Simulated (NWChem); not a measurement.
Si$_{2}$H$_{3}$ClF$_{2}$; SMILES [SiH](F)(F)[SiH2]Cl

```xyz
8

Si     0.1448     1.2257     0.3637
F     -0.8976     2.4314     0.0770
F      1.4549     1.5025    -0.5434
Si    -0.8346    -0.7859    -0.3265
Cl     0.4654    -2.2963     0.2548
H      0.5488     1.2853     1.7907
H     -2.1502    -0.9973     0.3420
H     -1.0083    -0.8246    -1.8057
```
Atoms are numbered in this order, from 1.

Results from NWChem. Coordinates come from a PBE0/def2-SVP optimisation. GIAO values for the isolated, static molecule; σ is the absolute isotropic shielding, δ = σ(reference) − σ with the isolated reference molecule computed at the same levels (19F: trichlorofluoromethane, 1H: tetramethylsilane, 29Si: tetramethylsilane).

Problem. What does the run give for PBE/pcSseg-1? Quantities: δ Si1 (ppm); δ F2 (ppm); δ F3 (ppm); σ Cl5 (ppm); δ H6 (ppm); δ H7 (ppm); δ H8 (ppm).

Solution. 
| Item | Result |
|---|---|
| δ Si1 (ppm) | 7.0 |
| δ F2 (ppm) | -160.3 |
| δ F3 (ppm) | -169.4 |
| σ Cl5 (ppm) | 1049.9 |
| δ H6 (ppm) | 5.78 |
| δ H7 (ppm) | 5.13 |
| δ H8 (ppm) | 5.26 |
